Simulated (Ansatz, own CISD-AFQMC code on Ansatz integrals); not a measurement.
C2H2N2, SMILES `N=C=C=N` (charge 0, multiplicity 1).

Cartesian coordinates (Å):
SMILES: C(=N)=C=N
```xyz
6

N      1.8392    -0.2246     0.1066
C      0.6411    -0.0002    -0.1206
C     -0.6411     0.0001     0.0519
N     -1.8392     0.2246    -0.1751
H      2.4636     0.1446    -0.6167
H     -2.4636    -0.1445     0.5481
```
Charge 0, spin multiplicity 1.

Frozen-core correlation energies in cc-pVDZ at a geometry from B3LYP-D3(BJ)/def2-TZVP, on an HF energy of -185.69456 Ha (<S^2> = 0.00, restricted and unstable towards unrestricted orbitals). Wave-function levels are from Ansatz, the walk from an own CISD-AFQMC code on Ansatz integrals (time step 0.005/Ha, trial state from CCSD amplitudes, largest double 0.12).

| level | correlation energy (mHa) |
|---|---|
| MP2 | -571.9 |
| CCSD | -593.2 |
| CCSD(T) | -620.1 |

What correlation energy does phaseless AFQMC give, and where does it lie among these levels?

-622.7 ± 0.4 mHa (one standard error). AFQMC minus each level: MP2 -50.9 mHa, CCSD -29.5 mHa, CCSD(T) -2.6 mHa.
